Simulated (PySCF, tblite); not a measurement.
C7H9OP.
SMILES: `C=CC1=C[P@](C)(=O)C=C1`

Jobs on this species (18 atoms, 74 electrons) with PySCF (density fitting) and tblite. Hardware of each: Arm Neoverse V1, one thread, shared host. Times come from a shared host and carry two figures at best.

```json
{"level and settings": "GFN2-xTB", "work": "Hessian by finite differences", "basis functions": "–", "SCF cycles": "–", "wall time": "0.74 s"}
{"level and settings": "PBE0/pcSseg-1", "work": "shieldings, ring-centre shieldings, charges and field gradients", "basis functions": "205", "SCF cycles": "?", "wall time": "?"}
{"level and settings": "GFN2-xTB", "work": "L-BFGS relaxation", "basis functions": "–", "SCF cycles": "–", "wall time": "0.76 s"}
```

Problem. Fill in the missing figures.

Solution. 
- PBE0/pcSseg-1; shieldings, ring-centre shieldings, charges and field gradients: 39 s, 15 SCF cycles

Problem. What do all jobs in the table cost together?

Solution. About 40 s; the longest takes about 96 % of that, and about 53 times as long as the shortest.
